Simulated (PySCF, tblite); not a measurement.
Species: hexamethyleneimine, C6H13N.
Bonds: C1–C2, C2–C3, C3–C4, C4–N5, N5–C6, C6–C7, C1–C7. Hydrogens: H8, H9 on C1; H10, H11 on C2; H12, H13 on C3; H14, H15 on C4; H16 on N5; H17, H18 on C6; H19, H20 on C7.

Computed with GFN2-xTB (tblite), gas phase: Langevin dynamics at 300 K from the optimised GFN2-xTB geometry, time step 0.5 fs, friction 0.01 fs⁻¹, 2000 steps. Over the second half of the run the saved frames average 308 K.

Frame at 250 fs, instantaneous temperature 242 K:
```
atom  x, y, z in Å
C1      0.513   -1.389   -0.143
C2     -0.511   -1.276    1.037
C3     -1.737   -0.384    0.752
C4     -1.401    1.160    0.761
N5     -0.346    1.425   -0.215
C6      0.918    1.127    0.312
C7      1.529   -0.187   -0.182
H8     -0.009   -1.500   -1.082
H9      0.987   -2.459    0.013
H10    -0.007   -1.027    1.947
H11    -0.960   -2.331    1.098
H12    -2.281   -0.546   -0.194
H13    -2.500   -0.591    1.576
H14    -2.378    1.642    0.499
H15    -1.120    1.466    1.749
H16    -0.465    2.397   -0.434
H17     1.695    1.872    0.143
H18     0.857    1.052    1.420
H19     2.445   -0.243    0.336
H20     1.696   -0.068   -1.285
```

Frame at 425 fs, instantaneous temperature 202 K:
```
atom  x, y, z in Å
C1      0.427   -1.422   -0.127
C2     -0.478   -1.503    1.063
C3     -1.630   -0.601    0.855
C4     -1.288    0.910    1.041
N5     -0.100    1.304    0.289
C6      1.106    0.772    0.808
C7      1.604   -0.534    0.138
H8     -0.085   -1.201   -1.098
H9      0.793   -2.374   -0.416
H10     0.055   -1.334    2.001
H11    -0.805   -2.524    1.137
H12    -2.015   -0.757   -0.124
H13    -2.458   -0.907    1.500
H14    -2.026    1.514    0.591
H15    -1.292    1.208    2.182
H16    -0.018    2.307    0.386
H17     1.902    1.541    0.637
H18     1.052    0.591    1.903
H19     2.319   -1.074    0.698
H20     2.135   -0.269   -0.785
```

Frame at 625 fs, instantaneous temperature 268 K:
```
atom  x, y, z in Å
C1      0.583   -1.650    0.091
C2     -0.495   -1.803    1.167
C3     -1.639   -0.775    0.934
C4     -1.269    0.633    1.413
N5     -0.067    1.193    0.757
C6      1.168    0.673    1.240
C7      1.701   -0.680    0.528
H8      0.203   -1.092   -0.774
H9      0.944   -2.599   -0.211
H10    -0.123   -1.718    2.175
H11    -0.922   -2.840    0.987
H12    -1.964   -0.685   -0.097
H13    -2.575   -1.183    1.406
H14    -2.040    1.411    1.158
H15    -1.188    0.544    2.474
H16    -0.161    2.141    0.728
H17     2.088    1.273    1.004
H18     1.049    0.425    2.299
H19     2.406   -1.097    1.252
H20     2.324   -0.307   -0.305
```

Frame at 800 fs, instantaneous temperature 358 K:
```
atom  x, y, z in Å
C1      0.567   -1.702    0.565
C2     -0.623   -1.784    1.544
C3     -1.595   -0.672    1.316
C4     -0.943    0.689    1.785
N5     -0.056    1.207    0.814
C6      1.342    0.823    0.818
C7      1.657   -0.729    0.980
H8      0.205   -1.245   -0.360
H9      1.083   -2.724    0.381
H10    -0.304   -1.860    2.594
H11    -1.093   -2.731    1.323
H12    -1.687   -0.614    0.275
H13    -2.466   -0.684    1.921
H14    -1.732    1.415    1.866
H15    -0.395    0.543    2.760
H16    -0.099    2.237    0.725
H17     1.815    1.216   -0.085
H18     1.903    1.268    1.672
H19     1.967   -0.978    1.978
H20     2.525   -0.898    0.363
```

Frame at 1000 fs, instantaneous temperature 332 K:
```
atom  x, y, z in Å
C1      0.577   -2.085    0.828
C2     -0.408   -2.130    2.057
C3     -1.556   -1.177    1.939
C4     -1.006    0.283    2.006
N5     -0.260    0.654    0.828
C6      1.214    0.403    0.744
C7      1.617   -1.035    1.056
H8     -0.005   -1.608   -0.021
H9      0.898   -3.079    0.513
H10     0.092   -1.963    2.974
H11    -0.825   -3.083    2.171
H12    -2.048   -1.385    0.877
H13    -2.183   -1.302    2.827
H14    -1.776    1.053    2.235
H15    -0.351    0.335    2.849
H16    -0.420    1.562    0.521
H17     1.397    0.635   -0.299
H18     1.749    1.169    1.297
H19     1.910   -1.119    2.110
H20     2.532   -1.280    0.526
```

Task: What do single points at PBE0/pcSseg-1 (PySCF, gas phase) give on these frames?

Result: 
```csv
t (fs),GFN2-xTB E above start (eV),DFT E above lowest frame (eV),HOMO (eV),LUMO (eV),dipole (D)
250,0.80,0.08,-6.45,1.32,1.16
425,0.71,0.00,-6.48,1.37,0.75
625,0.82,0.13,-6.14,1.34,0.80
800,0.65,0.04,-5.86,1.29,0.84
1000,0.85,0.19,-5.88,1.46,0.99
```

The two levels order the frames alike by energy but for pairs within 0.08 eV at one level; measured from each level's lowest frame they differ by 0.07 eV at most. The HOMO–LUMO gap runs from 7.15 to 7.85 eV. These are instantaneous structures, not minima.

Task: And the isotropic GIAO shieldings (ppm) from the same runs?

Result: 
| atom | 250 fs | 425 fs | 625 fs | 800 fs | 1000 fs | mean | range |
| --- | --- | --- | --- | --- | --- | --- | --- |
| C1 | 148.5 | 160.5 | 158.7 | 150.1 | 159.1 | 155.4 | 12.0 |
| C2 | 153.2 | 166.5 | 156.8 | 153.4 | 150.1 | 156.0 | 16.4 |
| C3 | 141.6 | 152.9 | 147.0 | 147.7 | 139.0 | 145.6 | 13.9 |
| C4 | 124.2 | 129.1 | 129.3 | 128.6 | 133.9 | 129.0 | 9.7 |
| N5 | 224.3 | 212.5 | 228.5 | 214.2 | 227.6 | 221.4 | 16.0 |
| C6 | 134.7 | 135.6 | 133.3 | 135.2 | 138.4 | 135.4 | 5.1 |
| C7 | 151.6 | 157.1 | 145.2 | 152.9 | 159.3 | 153.2 | 14.1 |
| H8 | 29.8 | 29.6 | 29.4 | 29.5 | 28.3 | 29.3 | 1.5 |
| H9 | 27.8 | 30.6 | 30.5 | 28.4 | 29.9 | 29.4 | 2.8 |
| H10 | 30.3 | 30.5 | 30.6 | 30.6 | 32.0 | 30.8 | 1.7 |
| H11 | 28.4 | 30.5 | 28.8 | 30.0 | 30.6 | 29.7 | 2.2 |
| H12 | 29.5 | 30.8 | 30.3 | 31.4 | 28.0 | 30.0 | 3.4 |
| H13 | 28.9 | 30.0 | 29.2 | 30.3 | 29.7 | 29.6 | 1.4 |
| H14 | 28.0 | 29.1 | 28.0 | 28.8 | 28.3 | 28.4 | 1.1 |
| H15 | 30.0 | 27.8 | 29.9 | 28.6 | 29.8 | 29.2 | 2.2 |
| H16 | 30.9 | 30.6 | 32.3 | 30.5 | 32.4 | 31.3 | 1.9 |

The cost below is that of the whole dynamics run. Rough CPU time on one thread of a shared machine: about 30 s.
